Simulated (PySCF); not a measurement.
Compound: C6H9O3 (charge -1).
SMILES with atom numbers: `[CH3:1][O:2][CH2:3][C:4]1([C:5](=[O:6])[O-:7])[CH2:8][CH2:9]1`

NICS = −σ at a ghost point: NICS(0) at the centroid of the ring atoms, NICS(1) 1 Å to either side along the normal of their mean plane, zz for the tensor component along that normal. Level: GIAO PBE0/pcSseg-1 (PySCF, non-relativistic, gas phase) on the GFN2-xTB geometry, one conformer.

Ring bond lengths (Å), with Mayer bond orders in brackets: C4–C8 1.504 (0.95), C8–C9 1.494 (1.00), C9–C4 1.501 (0.91).

Task: Give the NICS values of each ring in ppm.

Result: 
| ring | type | NICS(0) | NICS(1), two faces | NICS(1)zz, two faces | rms pucker (Å) | centre to ring atoms, mean (Å) |
| --- | --- | --- | --- | --- | --- | --- |
| C4–C8–C9 | 3-membered carbocycle; formal bonds all single | -43.8 | -8.5 / -8.2 | -22.4 / -25.5 | 0.00 | 0.87 |

Task: What can be read from them?

Result: 
- C4–C8–C9: mean NICS(1)zz -23.9 ppm, shielded. C4, C8, C9 have four or more neighbours; no verdict on aromaticity is drawn. A hydrogen on C9, outside the ring, lies only 1.43 Å from a NICS(1) probe, which then mostly feels that atom. The two faces differ by 3.1 ppm, so no symmetry operation interchanges them. NICS(0) lies 35 ppm below the mean NICS(1).

Task: What field does 1 T along the ring normal induce along that normal at the first NICS(1) probe listed for ring C4–C8–C9, 1 Å off the ring?

Result: NICSzz × B0 = -22.4 ppm × 1 T = -22 μT, against the applied field.

Shape of the structure used: `[CH3:1][O:2][CH2:3][C:4]1([C:5](=[O:6])[O-:7])[CH2:8][CH2:9]1`: C1–O2–C3–C4 61°, O2–C3–C4–C5 -96°, C3–C4–C5–O6 163°.
